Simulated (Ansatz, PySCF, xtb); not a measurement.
Pair of molecules: CH6AlN (SMILES C[NH][AlH2]) (first 9 atoms) with NH3 (SMILES N); geometry from B3LYP-D3(BJ)/def2-TZVP.
(charge 0, multiplicity 1):
```csv
atom,x (Å),y (Å),z (Å)
C,-0.5006,-0.4074,1.5620
N,-0.3529,0.2877,0.2915
Al,0.8170,-0.0088,-1.0056
H,-0.3564,0.2577,2.4199
H,0.2462,-1.2001,1.6360
H,-1.4854,-0.8762,1.6654
H,-1.0347,1.0262,0.1867
H,0.7365,0.9115,-2.2839
H,1.8611,-1.1720,-0.7904
N,-0.0745,0.1597,5.4383
H,0.4395,-0.5582,4.9407
H,-1.0403,0.1027,5.1360
H,0.2860,1.0560,5.1314
```

Counterpoise-corrected where a basis set is named; no monomer relaxation. Rows marked so take none.

Rows in 6-31G* carry no dispersion term and start afresh at each structure (6-31G* with six Cartesian d functions).

Run with Ansatz (a quantum-chemistry and plane-wave program) with Gaussian orbitals; PySCF for 6-31G* rows, the dispersion terms; xtb for the GFN methods. Each number belongs to the level named beside it.

Question: One of these levels gives -0.99 kcal/mol for the interaction energy. Which one is it?
A) HF/6-31G* (no counterpoise)
B) HF/aug-cc-pV(D+d)Z
C) revPBE-D3(BJ)/def2-TZVPPD
D) GFN1-xTB

Answer: D, GFN1-xTB. The others give -0.11 (HF/6-31G* (no counterpoise)), 0.61 (HF/aug-cc-pV(D+d)Z), -0.42 (revPBE-D3(BJ)/def2-TZVPPD)
